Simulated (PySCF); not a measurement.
Species: C4H6ClO2Si (doublet state).
SMILES with atom numbers: `[CH2:1]=[CH:2][C@H:3]1[CH2:4][O:5][Si:6]([Cl:7])[O:8]1` (hydrogens: H9, H10 on C1; H11 on C2; H12 on C3; H13, H14 on C4)

Geometry (GFN2-xTB, Å), atoms numbered from 1 in this order:
```
atom  x, y, z in Å
C1     2.2042    0.7112    0.4668
C2     0.8922    0.5748    0.4405
C3     0.1454   -0.1903   -0.6067
C4    -0.6845   -1.3368    0.0301
O5    -2.0149   -0.9206    0.1261
Si6   -2.3206    0.4154   -0.7854
Cl7   -3.1172    1.8899    0.3376
O8    -0.7704    0.6693   -1.2510
H9     2.8349    0.2632   -0.2834
H10    2.7000    1.2717    1.2401
H11    0.2626    1.0389    1.1883
H12    0.8295   -0.5779   -1.3676
H13   -0.6412   -2.2370   -0.5905
H14   -0.3205   -1.5722    1.0330
```

The hyperfine couplings belong to this conformer and change with its torsions.

Level of theory: UKS B3LYP, pcH-1 on C Cl H O Si, non-relativistic, mean-field spin-orbit, GIAO in PySCF 2.14.0. Isolated species at its GFN2-xTB geometry (one conformer only). Couplings are sensitive to structure, and on GFN2-xTB geometries they can be far from those on DFT ones, by a factor of two or more for some ions and for spin on atoms past the first row. The SCF solution wasn't tested for stability.

Task: Match the computed a_iso(17O) values -68.0, -52.8 MHz with the sites O5; O8.

Result: 
```
site  a_iso (MHz)  ρ(0) (bohr⁻³)         position  distance from Si6 (Å)  spin population  largest |T| (MHz)
  O5        -52.8        +0.0869  1 bond from Si6                   1.65            +0.05               23.9
  O8        -68.0        +0.1119  1 bond from Si6                   1.64            +0.04               19.8
```

ρ(0) is the spin density at the nucleus and T the dipolar tensor; a_iso includes a spin–orbit part. The Mulliken spin populations are largest on Si6 (+0.78) and Cl7 (+0.10). Si6 is the only atom above +0.15. The angles at Si6 add up to 321.9°, so it is pyramidal.
